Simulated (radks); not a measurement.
Charge is removed step by step from the 1s level of the bromine ion Br2+, starting from [Ar] 3d10 4s2 4p3. Method: scalar-relativistic Kohn-Sham, PBEsol, spin-unpolarised, spherical densities, finite nucleus; Fermi nuclear charge, rms radius 4.1629 fm; computed with a radial shooting solver on a logarithmic mesh with Libxc functionals.

removed (e) = 0: E - E(0) (eV) 0.000; eigenvalue (eV) -13332.4; E minus straight line (eV) 0.000
removed (e) = 0.125: E - E(0) (eV) 1669.5; eigenvalue (eV) -13387.6; E minus straight line (eV) -24.063
removed (e) = 0.25: E - E(0) (eV) 3345.9; eigenvalue (eV) -13442.9; E minus straight line (eV) -41.221
removed (e) = 0.375: E - E(0) (eV) 5029.2; eigenvalue (eV) -13498.0; E minus straight line (eV) -51.485
removed (e) = 0.5: E - E(0) (eV) 6719.3; eigenvalue (eV) -13553.0; E minus straight line (eV) -54.866
removed (e) = 0.625: E - E(0) (eV) 8416.4; eigenvalue (eV) -13607.8; E minus straight line (eV) -51.384
removed (e) = 0.75: E - E(0) (eV) 10120.2; eigenvalue (eV) -13662.5; E minus straight line (eV) -41.060
removed (e) = 0.875: E - E(0) (eV) 11830.9; eigenvalue (eV) -13716.9; E minus straight line (eV) -23.921
removed (e) = 1: E - E(0) (eV) 13548.4; eigenvalue (eV) -13770.9; E minus straight line (eV) 0.000

Removing the whole electron costs 13548.4 eV by Delta-SCF, against 13332.4 eV from minus the eigenvalue at the starting occupation. Slater's transition state (half an electron removed) gives 13553.0 eV. Integrating minus the eigenvalue over the occupation (Janak's theorem) gives 13552.5 eV. In this scalar-relativistic scheme the density is built from large components alone, so the theorem holds only approximately. The mean slope of the eigenvalue, de/dn, is 439 eV per electron.
